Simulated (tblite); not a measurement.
C₆H₉O₂ (doublet state).
Numbering: `[CH3:1][O:2][CH:3][CH2:4][C:5]1=[CH:6][C@H:7]1[OH:8]` (hydrogens: H9, H10, H11 on C1; H12 on C3; H13, H14 on C4; H15 on C6; H16 on C7; H17 on O8)
Bond orders are those of one Lewis drawing.

Computed with GFN2-xTB (tblite), gas phase: L-BFGS steps from a force-field or distance-geometry start until the largest atomic force falls under 0.01 eV/Å.

Step 9: E = -690.8415 eV
```
atom  x, y, z in Å  |  force x, y, z in eV/Å
C1     -2.5476    0.2827   -0.2524    0.117  -0.055  -0.152
O2     -1.9556   -0.8009   -0.9264    0.017   0.054   0.056
C3     -0.8702   -1.3790   -0.3381    0.019   0.005   0.117
C4     -0.1703   -0.7804    0.8373    0.196   0.151  -0.096
C5      0.8380    0.1808    0.3099   -0.018   0.258   0.017
C6      1.2985    1.4069    0.1338   -0.038  -0.371   0.044
C7      2.0741    0.3110   -0.5217    0.059   0.134   0.123
O8      3.3160   -0.1220   -0.0176    0.100   0.041  -0.006
H9     -1.7823    1.0255   -0.0080   -0.164   0.162  -0.041
H10    -3.0548   -0.0340    0.6647   -0.028  -0.030  -0.010
H11    -3.2726    0.6949   -0.9478   -0.088   0.091   0.002
H12    -0.3334   -1.9996   -1.0377   -0.008  -0.001   0.098
H13    -0.8732   -0.2711    1.5098    0.214  -0.153  -0.061
H14     0.3591   -1.5604    1.3939   -0.046  -0.034  -0.059
H15     1.2752    2.4501    0.3710   -0.056  -0.229  -0.119
H16     2.1057    0.1690   -1.5976   -0.240   0.009   0.012
H17     3.5865    0.4384    0.7160   -0.037  -0.031   0.075
```

Step 10: E = -690.8549 eV
```
atom  x, y, z in Å  |  force x, y, z in eV/Å
C1     -2.5501    0.2909   -0.2599    0.074  -0.094  -0.114
O2     -1.9519   -0.7926   -0.9293    0.100   0.077   0.083
C3     -0.8700   -1.3744   -0.3353    0.029   0.042   0.104
C4     -0.1641   -0.7796    0.8420    0.160   0.068  -0.112
C5      0.8467    0.1849    0.3225   -0.048   0.045  -0.071
C6      1.3002    1.4079    0.1298   -0.001  -0.217   0.065
C7      2.0792    0.3141   -0.5232    0.044   0.068   0.131
O8      3.3296   -0.1122   -0.0260    0.015   0.082  -0.046
H9     -1.7963    1.0460   -0.0104   -0.177   0.089  -0.090
H10    -3.0560   -0.0322    0.6556   -0.020  -0.020   0.023
H11    -3.2864    0.6867   -0.9546   -0.028   0.117   0.009
H12    -0.3404   -2.0081   -1.0314   -0.031   0.051   0.143
H13    -0.8651   -0.2875    1.5307    0.217  -0.094  -0.131
H14     0.3632   -1.5701    1.3859   -0.018  -0.021  -0.060
H15     1.2617    2.4497    0.3691   -0.019  -0.192  -0.135
H16     2.0991    0.1596   -1.6021   -0.210   0.037   0.171
H17     3.5936    0.4288    0.7257   -0.084  -0.037   0.029
```

Step 11: E = -690.8663 eV
```
atom  x, y, z in Å  |  force x, y, z in eV/Å
C1     -2.5518    0.2965   -0.2674   -0.010  -0.075  -0.035
O2     -1.9470   -0.7851   -0.9307    0.146   0.084   0.060
C3     -0.8692   -1.3703   -0.3309    0.026   0.055   0.064
C4     -0.1559   -0.7780    0.8440    0.083  -0.055  -0.079
C5      0.8526    0.1880    0.3313   -0.037  -0.190  -0.117
C6      1.3020    1.4061    0.1280    0.035   0.003   0.068
C7      2.0843    0.3177   -0.5223    0.021  -0.032   0.088
O8      3.3413   -0.1029   -0.0332   -0.039   0.106  -0.063
H9     -1.8110    1.0647   -0.0141   -0.163   0.028  -0.118
H10    -3.0571   -0.0310    0.6480   -0.003  -0.006   0.029
H11    -3.2978    0.6823   -0.9596    0.028   0.105   0.010
H12    -0.3464   -2.0140   -1.0237   -0.034   0.067   0.152
H13    -0.8542   -0.3025    1.5450    0.173  -0.004  -0.139
H14     0.3660   -1.5782    1.3780    0.037  -0.022  -0.055
H15     1.2504    2.4452    0.3646    0.003  -0.078  -0.123
H16     2.0892    0.1530   -1.6025   -0.155   0.057   0.260
H17     3.5977    0.4203    0.7345   -0.109  -0.043  -0.003
```

Problem. Estimate the geometry and energy of step 12. (The exact step hangs on the optimiser's Hessian estimate; all steps are aligned on step 11, rigid shifts and turns removed.)

Solution. E = -690.8765 eV, largest force 0.335 eV/Å
```
atom  x, y, z in Å  |  force x, y, z in eV/Å
C1     -2.5540    0.3003   -0.2744   -0.091  -0.018   0.044
O2     -1.9397   -0.7767   -0.9314    0.141   0.081   0.004
C3     -0.8679   -1.3651   -0.3255    0.007   0.038   0.011
C4     -0.1467   -0.7776    0.8448    0.003  -0.166  -0.013
C5      0.8573    0.1882    0.3368    0.010  -0.314  -0.117
C6      1.3033    1.4033    0.1278    0.036   0.160   0.071
C7      2.0886    0.3206   -0.5194   -0.002  -0.118   0.031
O8      3.3513   -0.0927   -0.0412   -0.049   0.103  -0.051
H9     -1.8272    1.0816   -0.0199   -0.123  -0.006  -0.118
H10    -3.0581   -0.0299    0.6420    0.013   0.001   0.022
H11    -3.3072    0.6803   -0.9640    0.066   0.069   0.007
H12    -0.3525   -2.0180   -1.0139   -0.014   0.047   0.123
H13    -0.8411   -0.3160    1.5547    0.104   0.092  -0.100
H14     0.3693   -1.5860    1.3699    0.098  -0.040  -0.040
H15     1.2405    2.4397    0.3582    0.011   0.050  -0.099
H16     2.0779    0.1481   -1.5977   -0.093   0.063   0.240
H17     3.5991    0.4119    0.7420   -0.118  -0.043  -0.016
```

The energy changes by -0.0102 eV. The first-order estimate −F·Δx gives -0.0140 eV and the mean of the old and new forces, exact on a quadratic surface, -0.0102 eV. The step makes an angle of 65° with the force vector and moves no atom by more than 0.024 Å.

What follows is the cost of the whole relaxation. Time: 0.47 s of wall time. Hardware: one thread of an Intel Xeon Platinum 8488C, on a shared host.
